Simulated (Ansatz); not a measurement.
Consider the ligand exchange at the Si–S bond: `C=CS[Si](O)(O)O` + `[OH][AlH2]` → `O[Si](O)(O)[O][AlH2]` + `C=CS`.

Computed with Ansatz on PBE0-D4/def2-TZVP structures; ΔE is electronic, products minus reactants. CCSD(T)/CBS adds triple-zeta CCSD(T) − MP2 to the extrapolated MP2 energy (def2 sets, frozen cores). This one scheme is used for every species. DFT in def2-TZVPP. B3LYP here is the variant with VWN-RPA as its local correlation; programs differ in this. One conformer a species, not always the lowest.

Q: Is it downhill or uphill in electronic energy at CCSD(T)/CBS, and by how much? (Best estimate.)

A: Ansatz gave: Downhill: ΔE = -18.9 kcal/mol.

Q: What do these levels give: r2SCAN-D4, B3LYP-D4, ωB97X-V, PBE, r2SCAN, PBE0, B3LYP, MP2/def2-TZVPP, SCS-MP2/def2-TZVPP, CCSD/def2-TZVPP, CCSD(T)/def2-TZVPP, MP2/CBS(def2)? (An estimate is asked.)

A: Ansatz gave: r2SCAN-D4 -17.8, B3LYP-D4 -18.6, ωB97X-V -18.7, PBE -15.6, r2SCAN -18.2, PBE0 -17.7, B3LYP -21.2, MP2/def2-TZVPP -18.1, SCS-MP2/def2-TZVPP -20.2, CCSD/def2-TZVPP -21.3, CCSD(T)/def2-TZVPP -19.6, MP2/CBS(def2) -17.4 kcal/mol.

Largest T1 diagnostic among the species: 0.012.

From PBE to PBE0 (25 % exact exchange), in def2-TZVPP and without D4, ΔE moves by −2.1 kcal/mol. The D4 term adds +2.6 kcal/mol with B3LYP and +1.4 kcal/mol with PBE0; it sums over pairs of atoms, weighted by their polarisabilities, and B3LYP, whose exchange is more repulsive, gets the larger term. In def2-TZVPP, CCSD(T) changes the Hartree–Fock value by +7.7 kcal/mol (the triples alone add +1.7 kcal/mol) and MP2 by +9.2 kcal/mol.
